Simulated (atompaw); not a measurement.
**Scattering properties, PAW (atompaw) potential for In (Z = 49)**

```json
{
  "Element": "In (Z = 49)",
  "Generator": "atompaw 4.2.0.5",
  "Type": "PAW",
  "Functional": "PBE",
  "Relativity": "scalar-relativistic",
  "Frozen core": "[Kr]",
  "Valence charge": "13",
  "Reference configuration": "4d10 5s1.5 5p0 (charge +1.5)",
  "Partial waves": "5s (bound): rc 3.00 bohr; 5s channel at 3.65 Ry: rc 3.00 bohr; 5p (bound, empty): rc 3.00 bohr; 5p channel at 0.15 Ry: rc 3.00 bohr; 4d (bound): rc 1.85 bohr; 4d channel at -0.5 Ry: rc 1.85 bohr",
  "Local potential": "bessel scheme, radius 2.20 bohr",
  "Core correction": "smooth core density matched at 1.55 bohr",
  "Augmentation charge": "sinc compensation charge, radius 2.80 bohr; PAW radius 3.00 bohr; waves and projectors: custom rrkj gramschmidtortho"
}
```

The phase is arctan(r·u′/u) with u = r·R(r), unwrapped; energies in Ry, scanned from -4 to 5 Ry. A pole is an energy at which the radial function vanishes at the test radius. The pseudo phase is shifted by a multiple of π to meet the all-electron one at the reference energy, and phase errors are pseudo minus all-electron; the curves can meet again beyond the range given. Levels narrower than the energy grid can be missing from the lists of poles.

```
channel  radius (bohr)  reference energy (Ry)  poles, all-electron  poles, pseudo  unbroken range about the reference energy with phases within 0.05 rad  phase error 1 Ry above the reference energy (rad)
      s           3.00                  -1.41                -0.67    -0.69, 4.87                                                              below 1.0                                             -0.010
      p           3.00                  -0.90                 0.34     0.34, 4.59                                                              below 2.2                                             -0.000
      d           3.00                  -2.29          -2.25, 2.18    -2.25, 2.19                                                              below 4.4                                             +0.000
```

Phases in the d channel:

```csv
E (Ry),all-electron,pseudo
-4.00,1.384,1.384
-3.52,1.367,1.367
-3.04,1.341,1.341
-2.56,1.270,1.270
-2.08,-1.758,-1.758
-1.60,-1.850,-1.850
-1.12,-1.933,-1.933
-0.64,-2.084,-2.084
-0.16,-2.501,-2.501
0.32,-3.683,-3.682
0.80,-4.346,-4.345
1.28,-4.555,-4.554
1.76,-4.655,-4.654
2.24,-4.720,-4.718
2.72,-4.773,-4.770
3.20,-4.826,-4.821
3.68,-4.894,-4.884
4.16,-5.006,-4.981
4.64,-5.283,-5.194
```
